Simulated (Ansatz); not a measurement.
Input for Ansatz (a program for electronic structure): R-PBE0/def2-TZVPP on CHF2NOSi (SMILES N#CO[SiH](F)F).

Ansatz 0.2 input:
```yaml
crystal:
  periodic: [false, false, false]
  atoms:
    - {symbol: N, position_ang: [2.78588955, -0.15615795, -0.41919229]}
    - {symbol: C, position_ang: [1.66780993, -0.43822506, -0.41698170]}
    - {symbol: O, position_ang: [0.43239663, -0.80033408, -0.41762035]}
    - {symbol: Si, position_ang: [-0.94569501, 0.12124712, -0.33677575]}
    - {symbol: F, position_ang: [-0.96254878, 1.11907917, -1.55552671]}
    - {symbol: F, position_ang: [-0.91716577, 0.96320442, 0.99423580]}
    - {symbol: H, position_ang: [-2.06068655, -0.80881362, -0.37381362]}
basis:
  gaussian:
    orbitals: def2-TZVPP
hamiltonian:
  xc: {name: PBE0}
scf: {lower_state_search: off}
```

Question: Predict the final total energy.

Answer: -657.6741 hartree.

Question: How many basis functions does it have, and what does it roughly cost on one machine?

Answer: 211 functions; around 6 core-seconds (rough).
